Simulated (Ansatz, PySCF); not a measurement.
H₆MgOSi₂, SMILES [SiH3][O][Mg][SiH3]. Atoms are numbered in the order given.

```xyz
10

Mg    -0.3887     0.3345     0.2549
Si    -1.8663     1.5127     1.9478
H     -2.1788     0.6475     3.1308
H     -3.1831     1.9262     1.3640
H     -1.2312     2.7579     2.4880
O      0.6624    -0.5003    -0.9475
Si     1.6158    -1.2614    -2.0391
H      0.8053    -2.0786    -2.9976
H      2.5849    -2.1858    -1.3685
H      2.4130    -0.2829    -2.8456
```

The structure is a stationary point at ωB97X-D3(BJ)/def2-SVP. The structure was generated by enumeration; whether it is a known compound was not checked. The values are those of a single conformer.

Two levels are set side by side: PBE-D3(BJ)/def2-SVP (Ansatz, a first-principles code) and ωB97X-D3(BJ)/def2-SVP (PySCF). Each level has its own optimised geometry; the coordinates shown are those of the second. Differences are taken from unrounded values.

```csv
quantity,ωB97X-D3(BJ)
mean bond length (Å),1.663
bond Mg1–Si2 (Å),2.537
bond Mg1–O6 (Å),1.802
bond O6–Si7 (Å),1.637
bond Si2–H3 (Å),1.499
bond Si2–H4 (Å),1.499
bond Si2–H5 (Å),1.499
bond Si7–H8 (Å),1.498
bond Si7–H9 (Å),1.498
bond Si7–H10 (Å),1.498
```

Question: What does PBE-D3(BJ) give, and how far is it from ωB97X-D3(BJ)? (An estimate is asked for; the answer gives what the named calculation found.)

Answer: 
```csv
quantity,PBE-D3(BJ),PBE-D3(BJ) minus ωB97X-D3(BJ)
mean bond length (Å),1.677,0.015
bond Mg1–Si2 (Å),2.562,0.025
bond Mg1–O6 (Å),1.817,0.015
bond O6–Si7 (Å),1.652,0.015
bond Si2–H3 (Å),1.511,0.012
bond Si2–H4 (Å),1.511,0.012
bond Si2–H5 (Å),1.511,0.012
bond Si7–H8 (Å),1.511,0.013
bond Si7–H9 (Å),1.511,0.013
bond Si7–H10 (Å),1.511,0.013
```

Exact exchange shortens and stiffens bonds; PBE has none. Differences between two approximate levels are no errors against the true value.
